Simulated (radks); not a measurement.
The numbers below are computed, except where a source is named.
Isoelectronic series with 15 electrons, all held in the configuration [Ne] 3s2 3p3, which need not be the ground one along the series. Level of theory: non-relativistic Kohn-Sham, PBE, spin-polarised, spherical densities, point nucleus; open shells are filled with parallel spins first (a radial shooting solver on a logarithmic mesh with Libxc functionals). Total energies (hartree) and orbital eigenvalues (eV):

| ion | E (hartree) | 3p up | 3s down | 3s up | 2p down |
|---|---|---|---|---|---|
| P | -341.11568 | -6.2938 | -12.0064 | -14.7291 | -123.7904 |
| Cl2+ | -458.62173 | -33.0953 | -42.1096 | -46.2068 | -218.7363 |
| K4+ | -594.47233 | -73.3501 | -85.7820 | -91.1121 | -342.6939 |
| Sc6+ | -748.61069 | -126.3169 | -142.2026 | -148.7022 | -494.6844 |
| V8+ | -921.01158 | -191.7255 | -211.0813 | -218.7147 | -674.3498 |
| Mn10+ | -1111.66154 | -269.4464 | -292.2809 | -301.0255 | -881.5187 |
| Co12+ | -1320.55263 | -359.4082 | -385.7263 | -395.5670 | -1116.096 |
| Cu14+ | -1547.67980 | -461.5682 | -491.3730 | -502.2989 | -1378.026 |
| Ga16+ | -1793.03968 | -575.8989 | -609.1923 | -621.1953 | -1667.271 |
